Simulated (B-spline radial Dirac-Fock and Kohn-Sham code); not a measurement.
Z = 78 (platinum), transition energy 1390 keV. The computed values come from a radial finite-basis atomic code: a Dirac-Hartree-Slater potential of the neutral atom with a Latter tail (no hole, which puts coefficients of high multipoles low close above an edge), finite nucleus with surface currents. Subshells that would emit electrons below 1 keV are left out, and so is internal pair formation.

Q: A pure transition shows α(K) = 0.00868, L1/L2 = 2.29 and L1/L3 = 17.5. What is its multipolarity?
A. M4
B. M1
C. E3
D. M2
E. E1
F. M3
G. E4
H. E2

A: G. For comparison, α(K), L1/L2, L1/L3 are E1 0.00100, 18.3, 23.6; E2 0.00241, 6.87, 23.3; E3 0.00480, 3.53, 21.2; M1 0.00478, 13.8, 126; M2 0.0112, 10.3, 103; M3 0.0197, 7.74, 43.5; M4 0.0325, 6.05, 19.7.
